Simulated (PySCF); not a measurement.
# Static response to an electric field

Compound: C₄H₇N₃OSi.
Geometry (GFN2-xTB, Å), atoms numbered from 1 in this order:
```
atom  x, y, z in Å
C1    -2.3282   -1.3328    0.4045
C2    -2.1087    0.0228   -0.2069
O3    -3.0016    0.7280   -0.6179
C4    -0.7022    0.4422   -0.2715
C5    -0.1595    1.6456   -0.7809
N6     1.1454    1.5943   -0.6365
N7     1.3941    0.4218   -0.0687
Si8    3.0392   -0.0949    0.3257
N9     0.3173   -0.2921    0.1640
H10   -1.7824   -2.0792   -0.1676
H11   -1.9294   -1.3396    1.4161
H12   -3.3884   -1.5691    0.4167
H13   -0.6628    2.4821   -1.2171
H14    3.5581    0.8963    1.2631
H15    2.8330   -1.4160    0.9042
H16    3.7684   -0.1005   -0.9385
```

Level: CAM-B3LYP/def2-SVPD (PySCF), static field, nuclei fixed, core orbitals frozen in the response. The polarisability tensor in these axes (au):

```
x   126.56  -0.16   5.79
y    -0.16  87.82 -10.61
z     5.79 -10.61  70.54
```

Task: Diagonalise the tensor; give its mean and Δα, where Δα² is half the sum of the squared differences of the eigenvalues.

Result: Principal values 65.06, 92.66 and 127.20 au; mean 94.97 au = 14.07 Å³ = 15.66 × 10⁻⁴⁰ C²·m²/J; Δα = 53.92 au (57 % of the mean).

Task: What is the dipole moment, and where does it point?

Result: (3.18, -1.79, 1.13) D, 3.82 D in size, pointing from the negative to the positive side. Measured along this direction, the outermost atoms are O3 at the negative end and H15 at the positive end.

Task: Molar refractivity from α?

Result: Lorentz–Lorenz: R = (4π/3)N_A α = 2.5225 cm³/(mol·Å³) × 14.07 Å³ = 35.5 cm³/mol, in the limit of long wavelengths.

Task: Rayleigh depolarisation ratio (linearly polarised light, static tensor)?

Result: ρ = 3Δα²/(45ᾱ² + 4Δα²) = 8722.9/(405896 + 11630.5) = 0.0209.

Task: Traceless (Buckingham) quadrupole moment about the centre of nuclear charge: eigenvalues?

Result: -3.46, 1.34, 2.12 D·Å. The values depend on the origin, since the dipole doesn't vanish. The electronic extent ⟨r²⟩ about the same centre is 1652 bohr², a root-mean-square distance of 2.50 Å for the 74 electrons.

Task: Find the Langevin capture rate constant for NH4+ (18.034 u) meeting this molecule (141.036 u), k = 2.342 × 10⁻⁹ cm³/s × √(α in Å³ / reduced mass in u).

Result: The reduced mass is 15.99 u, so k = 2.20 × 10⁻⁹ cm³/s. The formula leaves out the permanent dipole, which adds to the capture rate.

The structure is a single GFN2-xTB conformer in the gas phase; no vibrational or solvent corrections.
